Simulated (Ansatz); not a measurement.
`C[SiH](C)[SeH]` + PH₃ → `C[SiH](C)P` + H₂Se at 400 K and 1 bar (ligand exchange at the Si–Se bond).

Computed with Ansatz on PBE0-D4/def2-TZVP structures; ΔE is electronic, products minus reactants. CCSD(T)/CBS adds triple-zeta CCSD(T) − MP2 to the extrapolated MP2 energy (def2 sets, frozen cores). This one scheme is used for every species. For Se outer-core shells are correlated without core-valence functions, which leaves a few kJ/mol of doubt a bond. Scalar relativity is left out up to krypton. Each species was taken in one conformer, which may not be the lowest.

| species | CCSD(T)/CBS energy (Eh) | H − E (kJ/mol) | S (J/(mol·K)) |
| --- | --- | --- | --- |
| `C[SiH](C)[SeH]` | -2770.75853 | 274.0 | 400.4 |
| PH₃ | -342.72256 | 77.1 | 221.7 |
| `C[SiH](C)P` | -711.56475 | 299.7 | 395.3 |
| H₂Se | -2401.89790 | 49.4 | 229.5 |

H − E and S are ideal-gas, rigid-rotor, harmonic terms from PBE0-D4/def2-TZVP, for one conformer and one mirror image of each species. 1 Eh = 2625.50 kJ/mol, R = 8.31446 J/(mol·K).

By hand: ΔE, ΔH, ΔS and ΔG.

ΔE = (-711.56475) + (-2401.89790) − (-2770.75853) − (-342.72256) = 0.01844 Eh = 48.4 kJ/mol. Δ(H − E) = 299.7 + 49.4 − 274.0 − 77.1 = -2.0, so ΔH = 46.4 kJ/mol. ΔS = 395.3 + 229.5 − 400.4 − 221.7 = 2.7 J/(mol·K). ΔG = 46.4 − 400 × (2.7)/1000 = 45.3 kJ/mol.

By hand: the equilibrium constant, and the temperature at which ΔG would vanish if ΔH and ΔS stayed fixed.

log₁₀ K = −ΔG/(RT ln 10) = -5.9. ΔG = 0 at ΔH/ΔS = 17185 K, far beyond where these terms or the molecules hold.

The number of gas molecules stays the same, so ΔS is small and ΔH decides. A doubt of 5 kJ/mol in ΔE shifts log₁₀ K by 0.7 here. Other conformers and mirror images would add mixing entropy, several J/(mol·K) or more a flexible species. These are equilibria of isolated gas molecules and say nothing of rates. Largest T1 diagnostic: 0.013 (customary marks: 0.02 for closed shells, 0.045 for open ones).
